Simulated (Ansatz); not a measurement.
How methods differ on InH2 (SMILES [InH2])

InH2: 3 atoms, total charge 0, spin state doublet. As SMILES, `[InH2]`. Geometry: relaxed at PBE0-D4/def2-TZVP.

```xyz
3

In    0.3846   -0.4254    0.1498
H     0.6913    1.2654    0.5216
H    -1.0869   -0.9048   -0.6847
```

Quantity: the energy change with the In1–H3 bond stretched from 1.758 to 2.637 Å, in eV. The values are calculated.

```json
{"level": "USVWN5/STO-3G", "kind": "LDA", "program": "Ansatz", "value (eV)": "2.85", "less FCI/STO-3G": "+0.39"}
{"level": "U-revPBE/STO-3G", "kind": "GGA", "program": "Ansatz", "value (eV)": "2.61", "less FCI/STO-3G": "+0.15"}
{"level": "U-r2SCAN/STO-3G", "kind": "meta-GGA", "program": "Ansatz", "value (eV)": "2.78", "less FCI/STO-3G": "+0.32"}
{"level": "UB3LYP/STO-3G", "kind": "global hybrid", "program": "Ansatz", "value (eV)": "2.72", "less FCI/STO-3G": "+0.26"}
{"level": "UBHLYP/STO-3G", "kind": "global hybrid", "program": "Ansatz", "value (eV)": "2.79", "less FCI/STO-3G": "+0.33"}
{"level": "UCAM-B3LYP/STO-3G", "kind": "range-separated hybrid", "program": "Ansatz", "value (eV)": "2.90", "less FCI/STO-3G": "+0.44"}
{"level": "UB2PLYP/STO-3G", "kind": "double hybrid", "program": "Ansatz", "value (eV)": "2.76", "less FCI/STO-3G": "+0.30"}
{"level": "UBCCD(T)/STO-3G", "kind": "coupled cluster or CI", "program": "Ansatz", "value (eV)": "2.47", "less FCI/STO-3G": "+0.01"}
{"level": "FCI/STO-3G", "kind": "exact in the basis", "program": "Ansatz", "value (eV)": "2.46", "less FCI/STO-3G": "0.00"}
```

FCI/STO-3G is exact within its basis and frozen core, so for wave-function methods in that basis the difference is their error; functionals converge differently with the basis, so for them it is only a difference. All-electron rows without a relativistic Hamiltonian named are non-relativistic. The first shape isn't each level's own minimum. The values span 2.46 to 2.90 eV. Spin contamination of the reference (⟨S²⟩ at least 0.1 too high) touches UBHLYP/STO-3G, UCAM-B3LYP/STO-3G, UB2PLYP/STO-3G, UBCCD(T)/STO-3G. All rows use very small basis sets, so even the best lies far from the true value. In the correlated wave-function rows the outer d shell of In is correlated, in sets not made for it.
